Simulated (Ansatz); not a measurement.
One change: `[CH2]1[AlH][GaH]1` becomes `[OH][Al]1[CH2][GaH]1`.

Ansatz, PBE0-D4/def2-TZVP geometries, multiplicity 1. Each molecule was computed in one conformer, which needn't be the lowest.

Scalar relativity is left out up to krypton.

| property | `[CH2]1[AlH][GaH]1` |
| --- | --- |
| size of the dipole moment (ωB97M-V/def2-TZVPP) / D | 0.32 |
| HOMO energy (B3LYP/def2-TZVPP) / eV | -5.62 |
| HOMO–LUMO gap (PBE0/def2-TZVPP) / eV | 3.62 |
| LUMO energy (ωB97M-V/def2-TZVPP) / eV | -0.41 |
| HOMO–LUMO gap (ωB97M-V/def2-TZVPP) / eV | 7.26 |
| LUMO energy (PBE0/def2-TZVPP) / eV | -2.16 |

Problem. What does the change do to each property? (Best estimate.)

Solution. Computed: 
| property | `[OH][Al]1[CH2][GaH]1` | shift |
| --- | --- | --- |
| size of the dipole moment (ωB97M-V/def2-TZVPP) / D | 1.12 | 0.80 |
| HOMO energy (B3LYP/def2-TZVPP) / eV | -5.58 | 0.04 |
| HOMO–LUMO gap (PBE0/def2-TZVPP) / eV | 3.77 | 0.15 |
| LUMO energy (ωB97M-V/def2-TZVPP) / eV | -0.20 | 0.21 |
| HOMO–LUMO gap (ωB97M-V/def2-TZVPP) / eV | 7.43 | 0.17 |
| LUMO energy (PBE0/def2-TZVPP) / eV | -1.96 | 0.20 |

The zero-point energy changes by 19.5 kJ/mol with +3 modes. Dipoles are sizes alone; their direction can turn.

B3LYP here is the variant with VWN-RPA as its local correlation; programs differ in this.
